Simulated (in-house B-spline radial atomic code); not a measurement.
# Ce V (Ce4+): [Kr] (4d3/2)4 (4d5/2)5 4f1 5s2 5p6 (with a hole in an inner shell)

All numbers are computed (Dirac-Hartree-Fock, average of the jj configuration; Fermi nucleus of rms radius 4.8771 fm) with a radial B-spline atomic code at the basis-set limit, not measured.

Z_r = [3n² - l(l+1)]/(2<r>); Z_e = n√(-2ε); the last column is Slater's effective charge. Values are occupation-weighted means over j. An effective charge above Z reflects the relativistic contraction of the inner shells.

```tsv
shell	electrons	ε (eV)	<r> (bohr)	Z_r	Z_e	Slater
1s	2	-40729	0.02457	61.05	54.71	57.70
2s	2	-6672.7	0.1046	57.35	44.29	53.85
2p	6	-5987.4	0.09215	54.26	41.96	53.85
3s	2	-1522.4	0.277	48.74	31.73	46.75
3p	6	-1297.9	0.2751	45.44	29.30	46.75
3d	10	-972.43	0.2529	41.51	25.36	36.85
4s	2	-364.5	0.6335	37.88	20.70	30.25
4p	6	-287.26	0.6688	34.39	18.38	30.25
4d	9	-173.01	0.7345	28.59	14.26	19.20
5s	2	-90.11	1.471	25.50	12.87	12.25
5p	6	-66.672	1.643	22.21	11.07	12.25
4f	1	-58.634	0.93	19.35	8.30	13.00
```

The least bound orbital is 4f7/2 at -58.03 eV, while the most diffuse is 5p3/2 (<r> = 1.664 bohr against 0.9351 bohr): energy order and size order differ. The part-filled 4d shell lies below the filled 5p shell in orbital energy.

For the 1s electron the small component carries 4.61 % of the norm, the zero-frequency Breit interaction raises the level by 109.6 eV, self-energy by 63.97 eV, and vacuum polarisation lowers it by 9.53 eV.
